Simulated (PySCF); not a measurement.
**Excitation energy of Ga²⁺ by level of theory**

Ga²⁺ [Ar] 3d10 4s1 (2S) → Ga²⁺ [Ar] 3d9 4s1 5s1 (4D), as a difference of total energies. Computed with PySCF 2.14 in aug-cc-pVTZ-PP with one added diffuse shell each of s, d, f type with ECP10MDF (7s5p5d3f, 68 functions), with a scalar-relativistic core potential. The calculations carry no spin-orbit coupling.

```csv
method,excitation energy (eV)
UHF,33.797
LDA,36.465
PBE,35.923
PBE0,35.701
r2SCAN,35.723
BP86,35.971
wB97X-V,36.026
```

The upper state lies above the first ionisation limit, but in LS coupling its spin forbids autoionisation to the ground ion. A Rydberg-like electron needs more diffuse functions than a valence basis has.

The promoted electron is Rydberg-like, and one or two diffuse shells describe it only roughly, which tends to raise the upper state.
